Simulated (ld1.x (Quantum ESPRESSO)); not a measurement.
# boron (B): what ld1.x (Quantum ESPRESSO) 7.5 does with a changed input

Command:

```bash
ld1.x < B.in > B.out
```

Input:

```
&input
   title='B', zed=5., rel=0, dft='PBE', iswitch=3,
   config='[He] 2s2 2p1',
   nld=2, rlderiv=2.55, eminld=-3.0, emaxld=5.0, deld=0.02
 /
 &inputp
   pseudotype=3, lpaw=.true., tm=.true., lloc=-2,
   nlcc=.true., new_core_ps=.true.,
   which_augfun='PSQ', rmatch_augfun_nc=.true.,
   file_pseudopw='B.UPF', file_wfcaegen='ae.wfc', file_wfcncgen='nc.wfc', file_beta='beta', file_chi='chi', file_wfcusgen='us.wfc'
 /
4
2S  1  0   2.00   0.00  1.35  1.85  0.0
2S  1  0   0.00   2.80  1.35  1.85  0.0
2P  2  1   1.00   0.00  1.70  2.35  0.0
2P  2  1   0.00   1.75  1.70  2.35  0.0
 &test
   configts(1)='2s2 2p1'
 /
```

Output:

```
Program LD1 v.7.5

 %%%%%%%%%%%%%%%%%%%%%%%%%%%%%%%%%%%%%%%%%%%%%%%%%%%%%%%%%%%%%%%%%%%%%%%%%%%%%%
     Error in routine ld1_readin (1):
     rcloc must be positive
 %%%%%%%%%%%%%%%%%%%%%%%%%%%%%%%%%%%%%%%%%%%%%%%%%%%%%%%%%%%%%%%%%%%%%%%%%%%%%%

     stopping ...
```

**Question.** This input was made by a single change from one that runs to its end. What was changed?

**Answer.** The change: rcloc left out although the local part is a smoothed all-electron potential. The program refuses the input: "ld1_readin: rcloc must be positive".
